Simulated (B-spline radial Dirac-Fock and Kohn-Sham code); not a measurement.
## Photoemission from Bi⁴⁺ at 1280 eV, detector at θ = 90°, φ = 0°

System: bismuth as Bi⁴⁺, [Xe] 4f14 5d10 6s1. Model: Dirac-Hartree-Slater photoionisation with a Latter tail; cross sections with all multipoles, angular parameters from the dipole term and its interference with E2. Program: a radial atomic solver. Thresholds are orbital energies of the model. For linearly polarised light dσ/dΩ = σ/(4π) [1 + β P₂(cos θ) + (δ + γ cos²θ) sin θ cos φ], with θ from the polarisation vector and φ the angle between the beam and the projection of the electron momentum on the plane normal to the polarisation. The dipole factor is 1 + βP₂ and the non-dipole term is the rest of the bracket. Open shells are filled statistically over j.

The run's input, task.json:

```json
{"items": [{
  "Z": 83,
  "q": 4,
  "cfg": [[1, 0, 2], [2, 0, 2], [2, 1, 6], [3, 0, 2], [3, 1, 6], [3, 2, 10], [4, 0, 2], [4, 1, 6], [4, 2, 10], [4, 3, 14], [5, 0, 2], [5, 1, 6], [5, 2, 10], [6, 0, 1]],
  "A": 209,
  "rrms": 5.5211,
  "do": "xps",
  "hv": [56.9, 124.0, 139.0, 153.0, 177.0, 200, 207.0, 285.0, 303.0, 525.0, 707.0, 800, 813.0, 817.0, 898.0, 1280.0, 1486.9, 1740.0, 2000, 2180.0, 2760.0, 2984.4, 5414.7, 8047.8, 10500.0, 11700.0, 13300.0, 14000.0, 15000]
}]}
```

Run with: `python xray2_run.py task.json out`

| subshell | threshold (eV) | σ (kb) | β | γ | δ | dipole factor | non-dipole term | dσ/dΩ (kb/sr) |
| --- | --- | --- | --- | --- | --- | --- | --- | --- |
| 4s | 967.1 | 31.8 | 1.74 | 0.80 | 0.003 | 0.132 | +0.003 | 0.341 |
| 4p1/2 | 843.2 | 31.8 | 1.01 | 0.49 | 0.073 | 0.493 | +0.073 | 1.43 |
| 4p3/2 | 712.4 | 107 | 1.10 | 0.37 | 0.042 | 0.449 | +0.042 | 4.20 |
| 4d3/2 | 508.2 | 154 | 0.85 | 0.10 | 0.017 | 0.574 | +0.017 | 7.23 |
| 4d5/2 | 483.6 | 230 | 1.05 | 0.07 | 0.013 | 0.477 | +0.013 | 8.98 |
| 4f5/2 | 216.8 | 229 | 0.98 | 0.10 | 0.063 | 0.512 | +0.063 | 10.5 |
| 4f7/2 | 211.1 | 293 | 0.98 | 0.11 | 0.064 | 0.508 | +0.064 | 13.3 |
| 5s | 209.9 | 9.58 | 1.81 | 0.53 | 0.000 | 0.094 | 0.000 | 0.0718 |
| 5p1/2 | 166.1 | 8.93 | 1.50 | 0.44 | 0.001 | 0.251 | +0.001 | 0.179 |
| 5p3/2 | 140.2 | 24.4 | 1.43 | 0.27 | 0.002 | 0.284 | +0.002 | 0.554 |
| 5d3/2 | 77.58 | 22.2 | 1.15 | 0.02 | 0.000 | 0.427 | 0.000 | 0.753 |
| 5d5/2 | 74.19 | 32.2 | 1.28 | 0.00 | 0.001 | 0.359 | +0.001 | 0.921 |
| 6s | 55.93 | 0.879 | 1.82 | 0.49 | 0.000 | 0.088 | 0.000 | 0.00617 |

Values without a named source are computed, but for edge energies of neutral atoms, which are taken from tables.
